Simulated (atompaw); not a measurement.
# An all-electron radial function and its pseudo partner (Tc (Z = 43))

Columns: radius, all-electron u(r) and pseudo u(r) of the 5p shell (level -1.15 eV) of technetium in the configuration [Ar] 3d10 4s2 4p6 4d5.5 5s1.5 5p0; PBEsol, scalar-relativistic, PAW (atompaw) scheme, atompaw 4.2.0.5.

```json
{"r (bohr)": "0.081", "all-electron": "-0.0715", "pseudo": "-0.0018"}
{"r (bohr)": "0.162", "all-electron": "0.0096", "pseudo": "-0.0072"}
{"r (bohr)": "0.242", "all-electron": "0.0925", "pseudo": "-0.0155"}
{"r (bohr)": "0.323", "all-electron": "0.1084", "pseudo": "-0.0264"}
{"r (bohr)": "0.404", "all-electron": "0.0701", "pseudo": "-0.0390"}
{"r (bohr)": "0.485", "all-electron": "0.0070", "pseudo": "-0.0523"}
{"r (bohr)": "0.565", "all-electron": "-0.0579", "pseudo": "-0.0651"}
{"r (bohr)": "0.646", "all-electron": "-0.1136", "pseudo": "-0.0766"}
{"r (bohr)": "0.727", "all-electron": "-0.1537", "pseudo": "-0.0857"}
{"r (bohr)": "0.808", "all-electron": "-0.1772", "pseudo": "-0.0915"}
{"r (bohr)": "0.888", "all-electron": "-0.1851", "pseudo": "-0.0932"}
{"r (bohr)": "0.969", "all-electron": "-0.1798", "pseudo": "-0.0904"}
{"r (bohr)": "1.050", "all-electron": "-0.1638", "pseudo": "-0.0828"}
{"r (bohr)": "1.131", "all-electron": "-0.1398", "pseudo": "-0.0706"}
{"r (bohr)": "1.212", "all-electron": "-0.1101", "pseudo": "-0.0538"}
{"r (bohr)": "1.292", "all-electron": "-0.0770", "pseudo": "-0.0333"}
{"r (bohr)": "1.373", "all-electron": "-0.0412", "pseudo": "-0.0091"}
{"r (bohr)": "1.454", "all-electron": "-0.0044", "pseudo": "0.0178"}
{"r (bohr)": "1.535", "all-electron": "0.0325", "pseudo": "0.0468"}
{"r (bohr)": "1.615", "all-electron": "0.0684", "pseudo": "0.0768"}
{"r (bohr)": "1.696", "all-electron": "0.1037", "pseudo": "0.1081"}
{"r (bohr)": "1.777", "all-electron": "0.1376", "pseudo": "0.1394"}
{"r (bohr)": "1.858", "all-electron": "0.1698", "pseudo": "0.1704"}
{"r (bohr)": "1.938", "all-electron": "0.1999", "pseudo": "0.2000"}
{"r (bohr)": "2.019", "all-electron": "0.2286", "pseudo": "0.2286"}
{"r (bohr)": "2.100", "all-electron": "0.2554", "pseudo": "0.2554"}
```

Question: How many radial nodes do the two functions have?

Answer: The all-electron 5p function has n − l − 1 = 3; the pseudo-wave has 1, since 1 lower shell of the same l stays in the valence.

Question: Is the pseudo-wave norm-conserving?

Answer: No, it belongs to a PAW set: the norm inside the radius is not constrained, and the difference is carried by the augmentation charge.
